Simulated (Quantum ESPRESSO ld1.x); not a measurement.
Task: Coherent X-ray form factor from a spherical all-electron density. All-electron calculation, scalar-relativistic Kohn-Sham, LDA (Slater exchange, Perdew-Zunger correlation), spin-unpolarised, spherical densities, point nucleus. Program: ld1.x of Quantum ESPRESSO 7.5.

| sin(theta)/lambda (1/angstrom) | f0 (electrons) |
|---|---|
| 0.05 | 4.965 |
| 0.1 | 4.864 |
| 0.15 | 4.703 |
| 0.2 | 4.492 |
| 0.25 | 4.244 |
| 0.3 | 3.973 |
| 0.4 | 3.412 |
| 0.5 | 2.893 |
| 0.6 | 2.461 |
| 0.8 | 1.887 |
| 1 | 1.589 |
| 1.25 | 1.388 |
| 1.5 | 1.239 |
| 2 | 0.955 |

The species is in the configuration that NIST lists as its ground one. Which atom or ion scatters so?

Result: The neon ion Ne5+, [He] 2s2 2p1. Extrapolating in s^2 from the first two rows gives f0(0) = 5.0, near the electron count 5; among species with that count, the fall with angle is slower the higher Z, and the table is that of Z = 10; from so few rows the species is fixed only to a neighbour or two.
